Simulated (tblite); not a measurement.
Compound: C₁₇H₁₁N₃S.
Structure used (GFN2-xTB), in Å, numbered top down from 1:
```xyz
32
C17H11N3S angstrom
C      8.4339    0.5929    0.3914
N      7.2888    0.4078    0.2519
C      5.9573    0.1960    0.0930
C      5.4796   -1.1028   -0.1000
C      4.1288   -1.3174   -0.2381
C      3.2344   -0.2378   -0.2161
N      1.8938   -0.5192   -0.2501
N      1.1084    0.3572   -0.7194
C     -0.2386    0.1687   -0.5551
C     -1.0949    0.8939   -1.3957
C     -2.4555    0.8166   -1.2297
C     -3.0193    0.0377   -0.2094
C     -4.4499   -0.0134   -0.0312
C     -5.1814   -0.6796    0.9208
C     -6.5695   -0.4968    0.7927
C     -6.8977    0.3052   -0.2548
S     -5.5158    0.8549   -1.1055
C     -2.1567   -0.6784    0.6342
C     -0.7959   -0.6198    0.4645
C      3.7281    1.0629   -0.0272
C      5.0760    1.2780    0.1341
H      6.1787   -1.9251   -0.1287
H      3.7382   -2.3120   -0.3868
H     -0.6635    1.4959   -2.1806
H     -3.1093    1.3714   -1.8873
H     -4.7457   -1.2840    1.6951
H     -7.2929   -0.9406    1.4533
H     -7.8716    0.6108   -0.5821
H     -2.5648   -1.2855    1.4273
H     -0.1275   -1.1602    1.1184
H      3.0241    1.8808    0.0083
H      5.4654    2.2735    0.2888
```

The geometry is computed with GFN2-xTB (gas phase).

Masses are those of the commonest isotopes; rigid-rotor values at the optimised geometry. The values belong to one conformer with, in the numbering `[C-:1]#[N+:2][c:3]1[cH:4][cH:5][c:6](/[N:7]=[N:8]/[c:9]2[cH:10][cH:11][c:12](-[c:13]3[cH:14][cH:15][cH:16][s:17]3)[cH:18][cH:19]2)[cH:20][cH:21]1`, C5–C6–N7–N8 -154°, N7–N8–C9–C10 -161°, C11–C12–C13–C14 -178°.

Task: What are A, B and C (MHz)?

Result: Ia = 293.36, Ib = 6459.61, Ic = 6614.78 u·Å²; 505379 MHz·u·Å²/I gives A = 1723, B = 78.2, C = 76.4 MHz.

Task: What kind of rotor is it?

Result: A near-prolate asymmetric top; Ray's κ = -0.998.

Task: Is it planar, by Δ = Ic − Ia − Ib?

Result: Not planar: Δ = Ic − Ia − Ib = -138.19 u·Å². For a rigid frame Δ = −2 Σ m c², so Σ m c² = 69.09 u·Å² lies off the ab plane: 10.90 from hydrogen and 58.20 from heavier atoms. The atom farthest from that plane is 1.70 Å away.

Task: List the rotational levels J(Ka,Kc) to J = 2 (MHz).

Result: Above 0(0,0):
J = 1: 1(0,1) 155, 1(1,1) 1799, 1(1,0) 1801
J = 2: 2(0,2) 464, 2(1,2) 2107, 2(1,1) 2112, 2(2,1) 7046, 2(2,0) 7046
Those of J = 1 are B + C, A + C and A + B.

Task: Estimate the classical rotational partition function at 10 K, 50 K and 200 K.

Result: Point group C1, symmetry number σ = 1; q = (√π/σ)·√((kT/h)³/(ABC)), k/h = 20836.6 MHz/K: 52500 at 10 K, 587000 at 50 K, 4700000 at 200 K.

Its lowest GFN2-xTB frequency is 14 cm⁻¹, too small to tell a flat minimum from a shallow saddle. Zero-point vibration and centrifugal distortion are left out.
